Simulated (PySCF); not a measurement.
CuI, SMILES [I][Cu], multiplicity 1.

The structure is a stationary point at PBE0-D3(BJ)/def2-TZVP. The multiplicity is an assumed one; other spin states were not compared. The def2 effective core potentials stand for the cores of I; spin–orbit coupling is left out.

All values below come from TDDFT-LC-ωPBE/def2-TZVPD (PySCF 2.14.0).

Vertical excitations; the highest root listed may be one member of a degenerate set.  State labels are in the subgroup C2v.

Computed excitation energies, oscillator strengths and character:
```tsv
state	symmetry	energy (eV)	λ (nm)	f	main pairs
S1	B1	2.91	426	0.010	HOMO−1→LUMO, HOMO−6→LUMO (degenerate set)
S2	B2	2.91	426	0.010	HOMO→LUMO, HOMO−5→LUMO (degenerate set)
S3	A1	3.04	408	0.014	HOMO−2→LUMO 62 %, HOMO−7→LUMO 31 %
S4	A1	3.18	390	0.000	HOMO−3→LUMO (degenerate set)
S5	A2	3.18	390	0.000	HOMO−4→LUMO (degenerate set)
S6	B2	4.48	277	0.007	HOMO−5→LUMO, HOMO→LUMO (degenerate set)
S7	B1	4.48	277	0.007	HOMO−6→LUMO, HOMO−1→LUMO (degenerate set)
S8	A1	5.68	218	0.029	HOMO−7→LUMO 40 %, HOMO−2→LUMO 20 %, HOMO→LUMO+2 13 %, HOMO−1→LUMO+1 13 %
S9	A1	5.87	211	0.000	HOMO−1→LUMO+1, HOMO→LUMO+2, HOMO−5→LUMO+2, HOMO−6→LUMO+1 (degenerate set)
S10	A2	5.87	211	0.000	HOMO−1→LUMO+2, HOMO→LUMO+1, HOMO−6→LUMO+2, HOMO−5→LUMO+1 (degenerate set)
T1	A1	2.48	501	0	HOMO−2→LUMO 64 %, HOMO−7→LUMO 27 %
T2	B2	2.51	494	0	HOMO→LUMO, HOMO−5→LUMO (degenerate set)
T3	B1	2.51	494	0	HOMO−1→LUMO, HOMO−6→LUMO (degenerate set)
T4	A1	2.86	434	0	HOMO−3→LUMO 90 %
```
Triplets are in the Tamm–Dancoff approximation, which puts them higher than full response would, so one can lie above its singlet here.
